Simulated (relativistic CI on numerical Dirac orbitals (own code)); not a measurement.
## Gd⁴⁰⁺: q coefficients and field-shift factors

These numbers are calculated, not measured: Dirac-Coulomb-Breit CI, orbitals from a KLI potential per configuration, derivatives by finite differences, unscaled Slater integrals, QED left out (own radial code, finite nucleus).

CI space (outside the closed core [Ne]): 3s2 3p6 3d6, 3s2 3p5 3d7, 3s2 3p4 3d8, 3s 3p6 3d7, 3p6 3d8, 3s 3p5 3d8, 3s2 3p6 3d5 4s, 3s2 3p6 3d5 4p. Levels of other configurations are missing.

With x = (α/α₀)² − 1 an excitation energy changes as ω = ω₀ + qx; K = 2q/ω₀ is the relative enhancement. Terms are leading LS components, so labels can repeat. The field-shift factor is F = δν/δ⟨r²⟩ for the transition from the lowest level.

Lowest level 3s2 3p6 3d6 5D_4.

```csv
Level,ω₀ (cm⁻¹),q (cm⁻¹),K,F (GHz/fm²)
3s2 3p6 3d6 3P_2,48645,4906,0.202,-0.241
3s2 3p6 3d6 3P_0,146830,53800,0.733,1.02
3s2 3p6 3d6 5D_3,228014,279900,2.45,4.09
3s2 3p6 3d6 5D_4,250350,250800,2,3.89
3s2 3p6 3d6 5D_1,257928,284300,2.2,4.11
3s2 3p6 3d6 3G_5,304562,254600,1.67,4.11
3s2 3p6 3d6 3H_6,305701,252800,1.65,4.2
3s2 3p6 3d6 3F_2,343744,265900,1.55,3.72
3s2 3p6 3d6 3G_3,352276,271100,1.54,4.22
3s2 3p6 3d6 3P_0,427940,242400,1.13,3.79
3s2 3p6 3d6 3D_2,431803,320700,1.49,5.08
3s2 3p6 3d6 3G_4,437483,291400,1.33,4.88
3s2 3p6 3d6 3P_1,442169,292800,1.32,4.63
3s2 3p6 3d6 3F_3,465472,267000,1.15,4.45
3s2 3p6 3d6 5D_2,503861,524000,2.08,7.53
3s2 3p6 3d6 5D_0,524963,530600,2.02,8.08
3s2 3p6 3d6 3H_4,548962,530700,1.93,8.01
3s2 3p6 3d6 3D_3,575710,520600,1.81,7.82
3s2 3p6 3d6 3H_5,577306,534100,1.85,8.31
3s2 3p6 3d6 1I_6,604219,526000,1.74,8.47
3s2 3p6 3d6 3G_3,617258,545200,1.77,8.35
3s2 3p6 3d6 3P_1,647117,515300,1.59,7.72
3s2 3p6 3d6 1G_4,660073,517400,1.57,8.15
```

At this charge energies of transitions that change n are usually good to better than 1 %, and those within a shell (Δn = 0) to a few per cent. Terms inside the open d or f shell come out 10 to 20 % too wide with unscaled integrals.
